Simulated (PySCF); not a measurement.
C3H5 (SMILES [CH]1CC1), doublet, at a GFN2-xTB geometry. Base run: PySCF with PBE0/6-311G**.

The PySCF input:
```python
from pyscf import gto, scf, dft

mol = gto.M(
    atom='''
C    -0.010119    0.884815   -0.037771
C     0.763151   -0.350676    0.056893
C    -0.755227   -0.368292    0.051022
H    -0.016347    1.664921   -0.767964
H     1.314627   -0.706453   -0.807718
H     1.252008   -0.593943    0.991133
H    -1.245517   -0.622918    0.981477
H    -1.291599   -0.736689   -0.817794
''',
    basis='6-311g**',
    charge=0,
    spin=1,
    verbose=4,
)

mf = dft.UKS(mol)
mf.xc = 'pbe0'
mf.kernel()
```

The base run was repeated with changes; each row names its change, and settings that it needs were set with it.

```json
[
 {"change": "base", "ΔE vs base (mEh)": "0.000", "fitting functions": "-", "dipole (D)": "0.61"},
 {"change": "auxbasis = even-tempered beta=1.6", "ΔE vs base (mEh)": "0.001", "fitting functions": "817", "dipole (D)": "0.61"},
 {"change": "auxbasis = default (with mf = mf.density_fit())", "ΔE vs base (mEh)": "-0.020", "fitting functions": "387", "dipole (D)": "0.61"},
 {"change": "auxbasis = def2-universal-jkfit", "ΔE vs base (mEh)": "-0.054", "fitting functions": "315", "dipole (D)": "0.61"},
 {"change": "auxbasis = cc-pvqz-jkfit", "ΔE vs base (mEh)": "-0.007", "fitting functions": "573", "dipole (D)": "0.61"},
 {"change": "auxbasis = even-tempered beta=3.0", "ΔE vs base (mEh)": "-0.125", "fitting functions": "373", "dipole (D)": "0.61"},
 {"change": "auxbasis = even-tempered beta=2.0", "ΔE vs base (mEh)": "0.001", "fitting functions": "544", "dipole (D)": "0.61"},
 {"change": "auxbasis = def2-tzvp-ri", "ΔE vs base (mEh)": "-0.102", "fitting functions": "303", "dipole (D)": "0.61"},
 {"change": "auxbasis = autoaux", "ΔE vs base (mEh)": "-0.013", "fitting functions": "528", "dipole (D)": "0.61"},
 {"change": "exchange = seminumerical (SGX) (with mf = sgx.sgx_fit(mf, auxbasis='def2-universal-jfit'); with mf.with_df.dfj = True)", "ΔE vs base (mEh)": "-0.124", "fitting functions": "202", "dipole (D)": "0.61"}
]
```

A fitting set is made for a task (jfit for Coulomb, jkfit for Coulomb and exchange, ri for correlation) and for a family of orbital bases.

Open shells are given as the SCF converged; they aren't shown to be the lowest states, and a large step between rows can be another state.
